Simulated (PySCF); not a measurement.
Compound: C₉H₁₂F (charge +1).
Z-matrix (Å and degrees, GFN2-xTB geometry), rows numbered from 1:
```
C 
C   1  1.5282
C   2  1.5354  1  110.67
C   2  1.5034  1  113.00  3  -121.15
C   4  1.4021  2  121.12  1    38.19
C   5  1.4003  4  121.63  2   177.81
F   6  1.3234  5  118.23  4  -179.86
C   6  1.3712  5  121.93  4     0.36
C   8  1.4548  6  119.09  5    -0.37
C   4  1.3808  2  120.99  1  -144.11
H   1  1.0875  2  111.16  3   169.28
H   1  1.0864  2  111.71  3    47.03
H   1  1.0860  2  109.18  3   -71.64
H   2  1.0938  1  108.70  3   118.87
H   3  1.0872  2  111.27  1   176.01
H   3  1.0855  2  109.39  1    56.21
H   3  1.0874  2  110.59  1   -63.16
H   5  1.0816  4  120.40  2    -2.50
H   8  1.0805  6  120.55  5   179.44
H   9  1.1045  8  109.84  6  -125.64
H   9  1.1045  8  109.91  6   126.06
H  10  1.0815  4  119.81  2     2.10
```

NICS is the negative of the GIAO shielding at a point without a nucleus: at the ring centre (0) and 1 Å above and below it (1); zz is the component along the ring normal. Level: GIAO PBE0/pcSseg-1 (PySCF, non-relativistic, gas phase) on the GFN2-xTB geometry, one conformer.

Ring bond lengths (Å), with Mayer bond orders in brackets: C4–C5 1.402 (1.28), C5–C6 1.400 (1.32), C6–C8 1.371 (1.54), C8–C9 1.455 (1.11), C9–C10 1.455 (1.14), C10–C4 1.381 (1.48).

Task: Give the NICS values of each ring in ppm.

Result: 
```
              ring                                                    type  NICS(0)  NICS(1), two faces  NICS(1)zz, two faces  rms pucker (Å)  centre to ring atoms, mean (Å)
C4–C5–C6–C8–C9–C10  6-membered carbocycle; formal bonds 2 double, 4 single     -3.1         -7.5 / -7.2         -16.2 / -15.5            0.00                            1.41
```

Task: What do they say, and how far can they be read as aromaticity?

Result: 
- C4–C5–C6–C8–C9–C10: mean NICS(1)zz -15.9 ppm, shielded. C9 has four or more neighbours, and the NICS criterion for π rings isn't applied.

Task: At the first NICS(1) probe listed for ring C4–C5–C6–C8–C9–C10, 1 Å off the ring, how large is the induced field along the normal in 7.05 T applied along it?

Result: NICSzz × B0 = -16.2 ppm × 7.05 T = -114 μT, against the applied field.

Task: How shielded are the nuclei of the rings and their hydrogens (means over atoms taken as equivalent)?

Result: 
```csv
atoms,environment,σ isotropic (ppm)
C4,carbon bonded to 3 C,14.8
C5,carbon bonded to 2 C and H,13.5
C6,vinylic C–F carbon,11.5
C8,alkene CH carbon,13.2
C9,allylic carbon,132.5
C10,carbon bonded to 2 C and H,-5.9
H18,hydrogen on carbon,22.27
H19,vinylic hydrogen,22.54
H20 (×2),methylene hydrogen,26.15
H22,hydrogen on carbon,22.28
```
